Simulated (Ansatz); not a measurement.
Two isomers of C2H6OSSi: A = `SC1OC[SiH2]1`, B = `S[SiH]1CCO1`.

Computed with Ansatz on PBE0-D4/def2-TZVP structures; ΔE is electronic, products minus reactants. CCSD(T)/CBS is the MP2 limit (def2-TZVPP, def2-QZVPP) plus CCSD(T) − MP2 in def2-TZVPP, frozen cores. Functionals use def2-TZVPP. B3LYP here is the variant with VWN-RPA as its local correlation; programs differ in this. Each species was taken in one conformer, which may not be the lowest.

Q: Which is lower in electronic energy at CCSD(T)/CBS, and by how much? (Best estimate.)

A: Ansatz gave: B, by 65.7 kcal/mol.

Q: Give E(B) − E(A) in kcal/mol with B3LYP-D4, B2PLYP, HF/def2-TZVPP, MP2/def2-TZVPP, PBE-D4, CCSD(T)/def2-TZVPP, r2SCAN-D4. (Best estimate.)

A: The calculation gave: B3LYP-D4 -63.6, B2PLYP -65.4, HF/def2-TZVPP -69.0, MP2/def2-TZVPP -67.6, PBE-D4 -61.3, CCSD(T)/def2-TZVPP -65.4, r2SCAN-D4 -65.3. None reverses the order clearly.

Largest T1 diagnostic: 0.013.

In def2-TZVPP, CCSD(T) changes the Hartree–Fock value by +3.6 kcal/mol (the triples alone add +0.9 kcal/mol) and MP2 by +1.4 kcal/mol. From PBE to PBE0 (25 % exact exchange), in def2-TZVPP and without D4, E(B) − E(A) moves by −3.0 kcal/mol.
